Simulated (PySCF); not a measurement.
## Correlation energy of N(3+) (nitrogen, charge +3)

[He] 2s2, closed-shell 1S. All numbers are calculated (PySCF 2.14, no relativity, point nucleus, in def2-TZVP (5s3p2d1f, 31 functions)). Frozen: 1s2; 2 electrons correlated.

Total MP2 correlation energy: -49.24 mhartree.

Same-spin part 0.00 and opposite-spin part -49.24 mhartree; SCS-MP2 scales them by 1/3 and 6/5 to -59.09 mhartree.

With two correlated electrons CCSD is exact within the correlated space (frozen core and kept virtual orbitals).

| level | correlation energy (mhartree) |
| --- | --- |
| CCSD | -85.44 |

Diagnostics: T1 = 0.0067, D1 = 0.0095, largest double amplitude 0.155.

A double-excitation amplitude exceeds 0.15, a sign of near-degeneracy.

Cost of the coupled-cluster step: 0.09 s of wall time on 1 thread of Neoverse-V1 (shared host), for 2 correlated electrons.

Iterations:

```
CC2 = 0
CCSD nocc = 1, nmo = 30
frozen orbitals [0]
max_cycle = 100
direct = 0
conv_tol = 1e-08
conv_tol_normt = 1e-06
diis_space = 8
diis_start_cycle = 0
Init t2, MP2 energy = -51.1296972978451  E_corr(MP2) -0.0492436279841415
Init E_corr(CCSD) = -0.0492436279841464
cycle = 1  E_corr(CCSD) = -0.0672761698818391  dE = -0.0180325419  norm(t1,t2) = 0.0647721
cycle = 2  E_corr(CCSD) = -0.0761580618207605  dE = -0.00888189194  norm(t1,t2) = 0.0336525
cycle = 3  E_corr(CCSD) = -0.0855724629811494  dE = -0.00941440116  norm(t1,t2) = 0.0174344
cycle = 4  E_corr(CCSD) = -0.0853954104388923  dE = 0.000177052542  norm(t1,t2) = 0.000250369
cycle = 5  E_corr(CCSD) = -0.0854488939163772  dE = -5.34834775e-05  norm(t1,t2) = 7.86465e-05
cycle = 6  E_corr(CCSD) = -0.0854379989422851  dE = 1.08949741e-05  norm(t1,t2) = 2.2281e-05
cycle = 7  E_corr(CCSD) = -0.0854365799177749  dE = 1.41902451e-06  norm(t1,t2) = 2.40076e-06
cycle = 8  E_corr(CCSD) = -0.0854366348707197  dE = -5.49529448e-08  norm(t1,t2) = 2.01738e-07
cycle = 9  E_corr(CCSD) = -0.0854366516103602  dE = -1.67396405e-08  norm(t1,t2) = 9.77947e-08
cycle = 10  E_corr(CCSD) = -0.0854366891073361  dE = -3.74969758e-08  norm(t1,t2) = 6.6166e-08
cycle = 11  E_corr(CCSD) = -0.085436687233254  dE = 1.87408206e-09  norm(t1,t2) = 7.45243e-09
CCSD converged
E(CCSD) = -51.16589035709417  E_corr = -0.08543668723325401
```
